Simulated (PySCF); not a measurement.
## Au⁶⁷⁺: ionisation energy

Au⁶⁷⁺ [Ne] 3s2 (1S) → Au⁶⁸⁺ [Ne] 3s1 (2S), as a difference of total energies. Calculation: PySCF 2.14, in an uncontracted even-tempered set (17 s from 21 bohr⁻², ratio 2.5; 12 p from 27 bohr⁻², ratio 2.5; 4 d from 98 bohr⁻², ratio 2.7; 4 f from 150 bohr⁻², ratio 2.7); scalar relativity by spin-free X2C-1e. Correlated levels: outer shells: 1s2 frozen; virtual orbitals above 40 to 60 times the deepest correlated orbital energy dropped. The calculations carry no spin-orbit coupling.

```
                method  ionisation energy (eV)
                   UHF                  8216.2
                   LDA                  8221.5
                   PBE                  8226.8
                  PBE0                  8224.4
                r2SCAN                  8215.6
                  BLYP                  8225.9
               r2SCAN0                  8216.2
    MP2 (outer shells)                  8219.5
SCS-MP2 (outer shells)                  8219.9
```

Problem. How much does correlation contribute at MP2 (outer shells)?

Solution. 8219.5 − (8216.2) = 3.3 eV, measured against UHF.

Breit and QED terms and the two-electron picture change are absent.

For comparison: 8210 ± 40 eV (theoretical estimate listed by NIST; NIST Atomic Spectra Database, ionization energies).
